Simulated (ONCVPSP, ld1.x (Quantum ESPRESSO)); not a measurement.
## Potentials for antimony compared

Generated with ld1.x 7.5 (TM, RRKJ, ultrasoft, PAW), atompaw 4.2 or ONCVPSP 4.0.1. The cutoff is in Ry: for ld1.x and atompaw files where the sum of valence levels is converged to 10 mRy in a Bessel basis, for ONCV files where the hardest occupied wave has 1 mHa per electron of residual kinetic energy. The error is the largest all-electron minus pseudo excitation energy over each file’s own four to seven test configurations (ionisations up to +4, promotions, holes and added fractions of an electron), all of which were solved. The labels leave out finer settings (local radius, basis sizes, second energies), which also bear on the numbers. Spin-polarised tests are not counted. The rows are a selection from randomly drawn settings: files with unsolved tests, undetermined cutoffs or missed reference levels are left out.

A true bound ghost makes a file unfit for plane-wave use even where its test errors are small: the radial tests pick states by their node count and pass the ghost by.

```tsv
potential	cutoff (Ry)	largest error (meV)	bound ghosts
TM, PBE, scalar-relativistic, rc 1.95/2.00/1.95 (spd), local s, core correction yes, reference 5s2 5p2	25	-387	d
PAW, PBE, scalar-relativistic, rc 2.25/2.50/1.40 (spd), local smoothed, core correction yes, reference 4d10 5s2 5p3	80	+109	none
TM, PBE, scalar-relativistic, rc 2.05/1.65 (sp), local s, core correction no, reference 5s1 5p4	45	+149	p
```

**Question.** Fill in the row for Sb: ONCV, LDA (Perdew-Wang 92), scalar-relativistic, rc 1.10/1.55/1.10 (spd), local d, core correction yes, reference 4s2 4p6 4d10 5s2 5p2.75, qcut 10.7/10.4/17, projectors 2/2/0.

**Answer.** cutoff 110 Ry, largest error -13 meV, bound ghosts: none.

**Question.** Fill in the row for Sb: ONCV, PBEsol, scalar-relativistic, rc 1.15/1.35/1.35/1.50 (spdf), local smoothed, core correction yes, reference 4s2 4p6 4d10 5s2 5p3, qcut 9.6/12.3/11/7.5, projectors 2/2/2/1.

**Answer.** cutoff 88 Ry, largest error -12 meV, bound ghosts: none.

**Question.** Fill in the row for Sb: PAW, LDA (PZ), non-relativistic, rc 2.30/2.10/0.95 (spd), local smoothed, core correction yes, reference 4d10 5s2 5p2.

**Answer.** cutoff 140 Ry, largest error -42 meV, bound ghosts: none.
